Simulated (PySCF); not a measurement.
## I (iodine, neutral) across methods

[Kr] 4d10 5s1 5p6, 2S determinant (an excited configuration). Computed with PySCF 2.14 in aug-cc-pV5Z-PP with ECP28MDF (8s8p6d4f3g2h, 139 functions), with scalar relativity through the core potential. The B2PLYP total includes its PT2 part (frozen core); its orbital energies are those of the SCF part.

```tsv
method	E (hartree)	mean ε 5s α (eV)	mean ε 5p α (eV)	mean ε 5p β (eV)	Σ⟨r²⟩ (bohr²)	⟨S²⟩
PBE0	-295.2917	-20.791	-9.239	-8.144	61.13	0.755
PBE	-295.2866	-18.584	-7.919	-7.294	61.15	0.752
LDA	-294.8812	-18.805	-8.027	-7.476	61.02	0.752
B3LYP	-295.3813	-20.350	-8.918	-7.983	61.36	0.754
B2PLYP	-295.0187	-22.913	-10.345	-8.687	61.79	0.761
UHF	-294.19467	-26.616	-12.459	-9.571	62.64	0.783
r2SCAN	-295.4067	-19.451	-8.360	-7.459	60.90	0.757
BHandHLYP	-295.2148	-22.830	-10.354	-8.819	61.57	0.759
```

Energies and moments cover only the electrons outside the core potential.
